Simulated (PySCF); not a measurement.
B3LYP has the VWN-RPA correlation part, as in Gaussian. 

Cartesian coordinates (Å):
```xyz
12

C      1.4561    -0.8390     0.1767
B      0.1302    -0.0746     0.0175
C     -1.2210    -0.8658    -0.1373
C      0.1222     1.4988     0.0066
H      1.5146    -1.9233     0.2121
H      2.4197    -0.3439     0.2625
H     -1.1932    -1.8897     0.2418
H     -1.4456    -0.9358    -1.2117
H     -2.0746    -0.3460     0.3064
H      1.0849     1.9573    -0.2293
H     -0.6411     1.9151    -0.6571
H     -0.1505     1.8397     1.0159
```
Charge 0, spin multiplicity 2.

Q: What total energy, dipole moment and highest occupied spin orbital does B3LYP-D3(BJ)/def2-TZVP (PySCF 2.14.0) give?

A: 
```yaml
total_energy: -144.0215 Ha
dipole_moment: 0.42 D
highest_occupied_spin_orbital: -7.01 eV
```
